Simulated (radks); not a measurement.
The numbers below are computed, except where a source is named.
All-electron atom: the barium ion Ba47+ in [He] 2s2 2p4.75 3s0.25 (fractional occupations, a model configuration).

Level of theory: Dirac Kohn-Sham, OLYP, spin-unpolarised, spherical densities, point nucleus; open shells fill j = l - 1/2 first (a radial shooting solver on a logarithmic mesh with Libxc functionals).

Energy parts (Ry):
| part | energy |
|---|---|
| total | -11346.8992 |
| kinetic | 12332.3044 |
| electron-nucleus | -24452.0401 |
| Hartree | 949.0837 |
| exchange-correlation | -176.2472 |

Orbitals (lengths in bohr, moments of r in powers of bohr; <r^-3> diverges for s and p1/2; r(90%) holds 90 % of the orbital's charge):
| orbital | occ. | eigenvalue (Ry) | <r^-3> | r(90%) | <r^2> | <r> |
|---|---|---|---|---|---|---|
| 1s1/2 | 2 | -3002.456 | - | 0.0460 | 0.0008854 | 0.02554 |
| 2s1/2 | 2 | -674.0199 | - | 0.164 | 0.01334 | 0.1063 |
| 2p1/2 | 2 | -654.5859 | - | 0.146 | 0.009717 | 0.08910 |
| 2p3/2 | 2.75 | -624.6750 | 6701 | 0.153 | 0.01084 | 0.09467 |
| 3s1/2 | 0.25 | -280.7392 | - | 0.367 | 0.07300 | 0.2531 |

The highest occupied level is 3s1/2 at -3819.7 eV. Summed over all electrons, <r^2> = 0.09595 bohr^2, which gives a Langevin (diamagnetic) susceptibility term of -0.076 x 10^-6 cm^3/mol.
